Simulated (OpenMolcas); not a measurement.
A run on S3+.

```yaml
Program: OpenMolcas
Method: RASSCF
Basis: ANO-RCC [8s7p5d4f2g]
Scalar_Hamiltonian: DKH2, point nucleus
Active_space: 3 electrons in 9 orbitals (RAS2 3s 3p; RAS3 3d, at most 2 electrons)
State_averaging: 2S+1 = 4 odd, 1 root; 2S+1 = 2 odd, 11 roots; 2S+1 = 4 even, 3 roots; 2S+1 = 2 even, 9 roots
Spin-orbit_coupling: RASSI with atomic mean-field integrals over the reference wave functions, term energies averaged over their components
```

100 basis functions. Blocks (2S+1, parity, CSFs, roots kept): 4, odd, 46, 1; 2, odd, 116, 11; 4, even, 28, 3; 2, even, 84, 9.

Problem. How long do the RASSCF and RASSI steps take on 1 thread of Arm Neoverse N1, with other jobs on the host?

Solution. About 46 s of wall time, without the integral step.
